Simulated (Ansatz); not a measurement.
Input and output for VSe2.

```yaml
crystal:
  periodic: [false, false, false]
  atoms:
    - {symbol: V, position_ang: [0.288087, 0.489635, 0.596282]}
    - {symbol: Se, position_ang: [1.505988, -0.371373, -0.991407]}
    - {symbol: Se, position_ang: [-1.794065, -0.118272, 0.395124]}
basis:
  gaussian: {orbitals: "6-31G*"}
magnetization: {spin_polarized: true, initial_magnetization: 1}
hamiltonian: {xc: {name: SVWN5}}
scf: {omitted_lower_state_checks: [starts]}
output: {forces: true}
```

```sh
$ ansatz run in.yaml --threads 2 --pin off --events-out ev --progress --plain --max-ram 4352MiB
```

Shortened log:

```
Functional definition: SVWN5
1162 factors; their error is unknown
mean field evaluation 1: about -156123.3052 eV, gradient 3.3e1 eV
mean field evaluation 2: about -156054.8634 eV, gradient 9.0e1 eV
mean field evaluation 4: about -155903.1212 eV, gradient 2.4e2 eV
mean field evaluation 8: about -156127.5227 eV, gradient 2.6e-1 eV
mean field -156127.52268092 eV, -5737.5806314880 hartree, gradient 2.2e-5 eV, S^2 0.849237; 0 other end points of the search recorded, 0 dependent functions left out
reference -156127.52272050 eV, -5737.5806329424 hartree; 46, 45 occupied and 60, 61 virtual orbitals, 1162 factors
Total energy: -156127.52272050 eV, -5737.5806329424 hartree
Atom 0 at     0.288087     0.489635     0.596282 Å, force    -0.311544    -0.529513    -0.644841 eV/Å
Atom 1 at     1.505988    -0.371373    -0.991407 Å, force    -0.470732     0.312807     0.585649 eV/Å
Atom 2 at    -1.794065    -0.118272     0.395124 Å, force     0.782276     0.216706     0.059193 eV/Å
Dipole moment:     0.325366     0.553005     0.673451 e Å
Checks for a lower state left out: starts
```

Hardware: 2 threads of AMD EPYC 7R43 on a shared host. Wall time 3 s.

The 6-31G sets use Cartesian d functions.
